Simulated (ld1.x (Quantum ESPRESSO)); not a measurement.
# vanadium: RRKJ pseudisation with revPBE, scalar-relativistic reference atom.

V, norm-conserving RRKJ (Kleinman–Bylander form), made with ld1.x (Quantum ESPRESSO) 7.5 (revPBE, scalar-relativistic). Core [Ne] 3s2, reference 3p6 3d3 4s2 4p0. Waves: 3p (bound): rc 1.55 bohr; 3d (bound): rc 2.25 bohr; 4s (bound): rc 2.95 bohr. Local part: the s channel. Core correction: Bessel-smoothed model core, default radius (core density twice the valence density). rho0 = 0.02.

All-electron outer shells of the reference configuration (revPBE, scalar-relativistic, ld1.x):

| shell | level (eV) | outermost node (bohr) | outermost maximum (bohr) |
| --- | --- | --- | --- |
| 2p | -503.11 | – | 0.21 |
| 3s | -70.29 | 0.38 | 0.82 |
| 3p | -44.05 | 0.35 | 0.84 |
| 3d | -5.11 | – | 0.90 |
| 4s | -4.66 | 1.17 | 2.79 |
| 4p | -1.43 | 1.30 | 3.63 |

What the tests gave:

- Cutoffs needed: 45 Ry and 50 Ry (the cutoffs (Ry, on a coarse ladder) from which the occupation-weighted sum of valence levels, in a spherical-Bessel basis at the reference potential, stays within 10 and 1 mRy of its value at 400 Ry)
- Ghost test: no extra level below or beside the all-electron valence levels (p, d, s, f tested) (spherical-Bessel basis up to 400 Ry, 20 bohr box)
- Largest excitation error: -742 meV (all-electron minus pseudo) for 3p5 3d3 4s2 4p0, out of 7 test configurations

Generation and tests took about 1.1 s on one core of a shared server CPU.
